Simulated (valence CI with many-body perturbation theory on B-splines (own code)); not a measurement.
Results of a calculation; reference values are marked as such.
# Basis-set convergence for W43+

Method: valence CI with perturbative core correlation (CI+MBPT): three valence electrons over a frozen Dirac-Fock core [Ar] 3d10, a basis of 9 s, 9 p, 8 d, 6 f, 3 g, 1 h functions for each j, with the one-electron correlation potential Σ1, the two-electron term Σ2, the three-electron term Σ3, Breit, model QED; selected CI, second order for the rest, scaled by the run's own slope (own B-spline code, finite nucleus).

The last digits are not significant, and no measured levels were compared; by estimate large intervals hold to a few tenths of a per cent, small ones and those within an open d or f shell to about a per cent.

The reference run has the lowest level (4s^2 4p1/2) J=1/2 and an ionisation energy of 2207.59 eV. Its largest variational space holds 8814 state functions.

Levels are named by their leading jj configuration (3d3/2^4 stands for four electrons in 3d with j = 3/2), which in mixed levels can hold well under half, so a name can repeat and another be missing. Letters in brackets count levels of one name in rising energy.

Changed runs:
A. basis 6 s, 6 p, 5 d, 3 f, 1 g
B. basis 5 s, 5 p, 4 d, 2 f

Excitation energies of the reference run in cm⁻¹, and shifts in cm⁻¹:

```tsv
Level	Reference	A	B
(4s 4p1/2^2) J=1/2	780415	-21	-10
(4s^2 4p3/2) J=3/2	791934	-35	-75
(4s 4p1/2 4p3/2) J=3/2 [a]	1466450	-186	-658
(4s 4p1/2 4p3/2) J=5/2	1533970	-63	-142
(4s 4p1/2 4p3/2) J=3/2 [b]	1629760	+30	+269
(4s 4p1/2 4p3/2) J=1/2	1650140	+40	+322
(4s^2 4d3/2) J=3/2	2087920	+156	+930
(4s^2 4d5/2) J=5/2	2207220	-67	-92
(4s 4p3/2^2) J=5/2	2347540	+100	+718
(4p1/2^2 4p3/2) J=3/2	2412860	-39	-16
(4s 4p3/2^2) J=1/2	2441810	+81	+567
(4s 4p3/2^2) J=3/2	2471440	+88	+616
Ionisation energy (eV)	2207.59	-0.024	-0.09
```
